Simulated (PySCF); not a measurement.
Numbering as in the mapped SMILES `[OH:1][CH2:2][c:3]1[cH:4][cH:5][cH:6][cH:7][n:8]1`. Each H is labelled by its parent atom.

- σ from GIAO-PBE0/pcSseg-1
- geometry from GFN2-xTB
- code: PySCF
- no relativistic terms, one conformer, rapidly exchanging positions averaged, gas phase

Question: Predict the 2D correlation tables (HSQC, COSY, HMBC).

Answer: 

HSQC (one-bond C–H):
```tsv
δH	δC
8.87 (H(C7))	154.0 (C7)
7.97 (H(C5))	142.5 (C5)
7.37 (H(C6))	126.5 (C6)
7.34 (H(C4))	125.6 (C4)
5.22 (H(C2))	67.0 (C2)
```

COSY cross peaks (H two or three bonds apart, from the bond graph; peaks can be absent where the dihedral angle is near 90°):
```tsv
δH	δH
8.87 (H(C7))	7.37 (H(C6))
7.97 (H(C5))	7.37 (H(C6))
7.97 (H(C5))	7.34 (H(C4))
```

HMBC (two and three bonds, from the bond graph):
```tsv
δH	δC
8.87 (H(C7))	166.4 (C3), 142.5 (C5), 126.5 (C6)
7.97 (H(C5))	166.4 (C3), 154.0 (C7), 126.5 (C6), 125.6 (C4)
7.37 (H(C6))	154.0 (C7), 142.5 (C5), 125.6 (C4)
7.34 (H(C4))	166.4 (C3), 142.5 (C5), 126.5 (C6), 67.0 (C2)
5.22 (H(C2))	166.4 (C3), 125.6 (C4)
```

Shifts are taken against calculated references (same method and geometry level): ¹H (σ = 31.72 ppm), ¹³C (σ = 186.93 ppm) against TMS.

Short H···H contacts in this conformer between protons four or more bonds apart (candidates for NOE cross peaks, intensity ∝ r⁻⁶): H(C2)···H(C4) 2.78 Å.

Exchangeable OH/NH protons stand at their gas-phase positions; hydrogen bonding in a real sample shifts them, mostly to higher δ. Shifts are as computed. Against solution values, carbons near 30 ppm lie about +3 ppm off and those near 130 ppm about +5 ppm. Of 1211 compounds with measured shifts, 218 miss one by over three times the rms of a fit or turn the order of signals round; such compounds aren't used in these exercises.
